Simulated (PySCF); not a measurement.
**Identify the compound**

An unknown has the formula C$_{7}$H$_{6}$F$_{4}$. Its calculated NMR data are:

1H NMR (300 MHz, computed): δ 1.93 (d, J = 8.4 Hz, 3H), 1.73 (ddd, J = 20.5, 2.6, 1.0 Hz, 3H).

13C{1H} NMR (computed): δ 157.2 (C, m), 133.2 (C, m), 94.7 (C, d, J = 8.4 Hz), 79.4 (C, dd, J = 27.9, 4.1 Hz), 76.6 (C, ddd, J = 231.8, 25.8, 3.1 Hz), 27.8 (CH3, dd, J = 25.1, 1.6 Hz), 3.3 (CH3).

PySCF 2.14.0 with density-fitted response routines calculation with geometry: PBE0-D3(BJ)/def2-SVP, HF/pcSseg-2 with gauge-including orbitals and J couplings at B3LYP/pcJ-1 (spin–dipole term only in couplings to heteroatoms); no solvent, fast rotation and ring inversion assumed for equivalent nuclei, single conformer, relativity neglected.

Scale: TMS for 1H and 13C (reference shieldings calculated alike).

Propose a structure and justify it.

Results:


The formula gives 3 degrees of unsaturation (no ring in the answer). 7 carbon signals for 7 carbons: no two carbons are equivalent. Carbon types of the structure: 5 × C, 2 × CH3, which accounts for all hydrogens. δC 157.2, 133.2: fully substituted alkene carbon; an sp2 carbon of a C=C bond. δC 94.7, 79.4: alkyne carbon; sp carbons lie upfield of alkene carbons because the cylindrical π system leaves one tensor component strongly shielded. δC 76.6: allylic fully substituted sp3 carbon bonded to F; the inductive effect lowers its shielding. δC 27.8: methyl carbon; a saturated carbon with 1 carbon neighbour and no heteroatom attached. δC 3.3: propargylic methyl carbon; aliphatic region, no heteroatom directly attached. δH 1.93: hydrogen on a propargylic methyl carbon. δH 1.73: hydrogen on a methyl carbon.

Structure: `C[C@@](C#CC)(F)C(F)=C(F)F`.

This is the structure that produced the data.

C–F couplings over four or more bonds (about 3 Hz to the para carbon of a fluoroarene) are left out. Common functionals overestimate the size of one-bond C–F couplings by tens of Hz; these are unscaled. Splittings below 1 Hz are ignored in the labels, and close J values are merged. Shifts are as computed, not scaled to solution data. Of 1211 compounds with measured shifts, 218 miss one by over three times the rms of a fit or turn the order of signals round; such compounds aren't used in these exercises. Only one conformer was computed, so three-bond couplings in flexible chains and rings are approximate.
